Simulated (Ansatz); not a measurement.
One change: `C=C(F)[SiH2][SeH]` becomes `C=C(F)S[SiH3]`.

Ansatz, PBE0-D4/def2-TZVP geometries, multiplicity 1. Each molecule was computed in one conformer, which needn't be the lowest.

Scalar relativity is left out up to krypton.

| property | `C=C(F)[SiH2][SeH]` |
| --- | --- |
| HOMO energy (PBE/def2-TZVPP) / eV | -6.05 |
| HOMO energy (B3LYP/def2-TZVPP) / eV | -6.96 |
| LUMO energy (ωB97M-V/def2-TZVPP) / eV | 1.17 |
| HOMO–LUMO gap (ωB97M-V/def2-TZVPP) / eV | 10.53 |
| LUMO energy (PBE/def2-TZVPP) / eV | -1.74 |
| size of the dipole moment (ωB97M-V/def2-TZVPP) / D | 1.88 |

(1) Give the same properties after the change, and the shifts. (An estimate is asked.)

## Answers

(1) Ansatz gave: 
```tsv
property	`C=C(F)S[SiH3]`	shift
HOMO energy (PBE/def2-TZVPP) / eV	-5.91	0.14
HOMO energy (B3LYP/def2-TZVPP) / eV	-6.82	0.14
LUMO energy (ωB97M-V/def2-TZVPP) / eV	1.64	0.47
HOMO–LUMO gap (ωB97M-V/def2-TZVPP) / eV	10.80	0.27
LUMO energy (PBE/def2-TZVPP) / eV	-1.24	0.50
size of the dipole moment (ωB97M-V/def2-TZVPP) / D	0.75	-1.13
```

With PBE0 the HOMO rises by 0.16 eV and the LUMO rises by 0.53 eV, so the gap widens by about 0.37 eV. PBE moves the HOMO by 0.14 eV and ωB97M-V by 0.20 eV. Dipoles are sizes alone; their direction can turn.

B3LYP here is the variant with VWN-RPA as its local correlation; programs differ in this.

Spin–orbit coupling is left out; it splits and shifts lone-pair levels of the heavy atoms by tenths of an eV.
